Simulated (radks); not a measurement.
Zn2+, 28 electrons, occupied as [Ne] 3s2 3p5.5 3d10 4s0.5 (fractional occupations, a model configuration).

All-electron calculation, Dirac Kohn-Sham, PBE, spin-unpolarised, spherical densities, point nucleus; open shells fill j = l - 1/2 first. Program: a radial shooting solver on a logarithmic mesh with Libxc functionals.

Energy parts (eV):
| part | energy |
|---|---|
| total | -48804.718 |
| kinetic | 49713.104 |
| electron-nucleus | -117058.359 |
| Hartree | 20468.367 |
| exchange-correlation | -1927.829 |

Orbitals (lengths in bohr, moments of r in powers of bohr):
orbital  occ.  eigenvalue (eV)      <r>
1s1/2       2        -9551.025  0.05030
2s1/2       2        -1183.703   0.2259
2p1/2       2        -1045.698   0.1958
2p3/2       4        -1021.800   0.1993
3s1/2       2        -154.4992   0.6793
3p1/2       2        -110.6867   0.7028
3p3/2     3.5        -107.6009   0.7133
3d3/2       4         -34.9236   0.8484
3d5/2       6         -34.5449   0.8542
4s1/2     0.5         -24.2611    2.174

The highest occupied level is 4s1/2 at -24.261 eV. Summed over all electrons, <r^2> = 16.88 bohr^2, which gives a Langevin (diamagnetic) susceptibility term of -13.4 x 10^-6 cm^3/mol. The density falls to 0.001 e/bohr^3 at r = 3.17 bohr.
